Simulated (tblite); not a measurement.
Species: C4H5BrF3 (doublet state).
Numbering: `[CH3:1][C@:2]([F:3])([Br:4])[CH2:5][C:6]([F:7])[F:8]` (hydrogens: H9, H10, H11 on C1; H12, H13 on C5)

Computed with GFN2-xTB (tblite), gas phase: L-BFGS steps from a force-field or distance-geometry start until the largest atomic force falls under 0.01 eV/Å.

Step 34: E = -797.9919 eV
```
atom  x, y, z in Å  |  force x, y, z in eV/Å
C1     -1.2693   -0.6566   -0.4338    0.100   0.053   0.123
C2     -0.5265    0.1150    0.6330   -0.072   0.081   0.055
F3     -0.2167   -0.6763    1.6875   -0.072  -0.047   0.001
Br4    -1.7522    1.5340    1.3565    0.056  -0.024   0.017
C5      0.7593    0.8430    0.1683    0.060   0.021  -0.022
C6      1.7553   -0.0432   -0.4635   -0.033  -0.001   0.002
F7      1.4626   -0.5736   -1.6584    0.044  -0.033  -0.025
F8      2.4381   -0.9230    0.2689   -0.035  -0.008   0.010
H9     -1.3892   -0.0212   -1.3038   -0.071  -0.037  -0.125
H10    -0.7205   -1.5548   -0.6984    0.142  -0.043  -0.086
H11    -2.2440   -0.9675   -0.0706   -0.085   0.027   0.046
H12     0.4891    1.6168   -0.5525   -0.066   0.014   0.027
H13     1.2096    1.3081    1.0491    0.031  -0.001  -0.024
```

Step 35: E = -797.9937 eV
```
atom  x, y, z in Å  |  force x, y, z in eV/Å
C1     -1.2699   -0.6568   -0.4326    0.015   0.004   0.004
C2     -0.5334    0.1184    0.6339    0.093   0.078   0.014
F3     -0.2216   -0.6721    1.6900   -0.114  -0.017  -0.005
Br4    -1.7538    1.5442    1.3430    0.055  -0.040   0.032
C5      0.7617    0.8404    0.1681   -0.018   0.009   0.016
C6      1.7566   -0.0468   -0.4613   -0.048  -0.018  -0.037
F7      1.4691   -0.5696   -1.6621    0.054  -0.023   0.011
F8      2.4367   -0.9316    0.2682   -0.055   0.012   0.000
H9     -1.4107   -0.0118   -1.3012   -0.052  -0.182   0.058
H10    -0.7030   -1.5462   -0.7117    0.017   0.106  -0.038
H11    -2.2382   -0.9867   -0.0537    0.058   0.056  -0.058
H12     0.4917    1.6174   -0.5490   -0.046   0.004   0.010
H13     1.2105    1.3019    1.0508    0.040   0.010  -0.007
```

**Question.** Estimate the geometry and energy of step 36. (The exact step hangs on the optimiser's Hessian estimate; all steps are aligned on step 35, rigid shifts and turns removed.)

**Answer.** E = -797.9951 eV, largest force 0.127 eV/Å
```
atom  x, y, z in Å  |  force x, y, z in eV/Å
C1     -1.2705   -0.6563   -0.4320    0.021   0.008   0.007
C2     -0.5328    0.1183    0.6347    0.074   0.047  -0.003
F3     -0.2231   -0.6771    1.6878   -0.090  -0.010   0.004
Br4    -1.7497    1.5409    1.3493    0.041  -0.022   0.034
C5      0.7613    0.8407    0.1679   -0.026   0.004   0.013
C6      1.7570   -0.0448   -0.4623   -0.036  -0.009  -0.022
F7      1.4736   -0.5694   -1.6625    0.037  -0.024  -0.006
F8      2.4400   -0.9262    0.2682   -0.045   0.002   0.010
H9     -1.4039   -0.0203   -1.3059   -0.046  -0.117   0.018
H10    -0.7108   -1.5509   -0.7048    0.040   0.074  -0.030
H11    -2.2435   -0.9741   -0.0584    0.027   0.029  -0.028
H12     0.4874    1.6164   -0.5492   -0.038   0.009   0.009
H13     1.2106    1.3034    1.0496    0.042   0.011  -0.007
```

The energy changes by -0.0014 eV. The first-order estimate −F·Δx gives -0.0019 eV and the mean of the old and new forces, exact on a quadratic surface, -0.0014 eV. The step makes an angle of 77° with the force vector and moves no atom by more than 0.014 Å.

What follows is the cost of the whole relaxation. Time: 0.32 s of wall time. Hardware: one thread of an Arm Neoverse V2 (shared host).
